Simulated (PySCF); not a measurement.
Compound: C₆H₁₇AlS.
SMILES: `C[S+]([AlH2-][C](C)(C)C)C`

Torsions of this conformer, `[CH3:1][S+:2]([CH3:3])[AlH2-:4][C:5]([CH3:6])([CH3:7])[CH3:8]`: C1–S2–Al4–C5 -168°, S2–Al4–C5–C6 -168°.

The closed-shell ground state was solved at several levels (PySCF, density fitting, gas phase, non-relativistic). One conformer (not necessarily the lowest) at the PBE0-D3(BJ)/def2-SVP geometry, without solvent, vibrations or thermal averaging.

| level | basis functions | total energy (Eh) | HOMO (eV) | LUMO (eV) | gap (eV) | dipole (D) |
| --- | --- | --- | --- | --- | --- | --- |
| wB97X-D/def2-SVPD | 307 | -879.0564 | -8.12 | 1.64 | 9.76 | 4.45 |
| mPW1PW91/pcSseg-1 | 235 | -879.4094 | -6.36 | 0.07 | 6.43 | 4.49 |

Question: What might PBE0/pcSseg-1 (235 basis functions) give for the same quantities?

Answer: Total energy -878.8792 Eh, HOMO -6.33 eV, LUMO 0.07 eV, gap 6.40 eV, dipole 4.50 D.

Question: Over all these levels, which gives the widest orbital gap and which the narrowest?

Answer: wB97X-D/def2-SVPD (range-separated hybrid) has the widest, 9.76 eV, and PBE0/pcSseg-1 (global hybrid, 25 % exact exchange) the narrowest, 6.40 eV. Functional and basis both differ between the two, so the spread mixes both effects.

Question: How far do the dipole and the HOMO energy spread over the levels?

Answer: The dipole runs from 4.45 to 4.50 D (mean 4.48 D) and the HOMO from -8.12 to -6.33 eV.

Note: wB97X-D ran without an empirical dispersion term, which enters the total energy and its gradient alone.
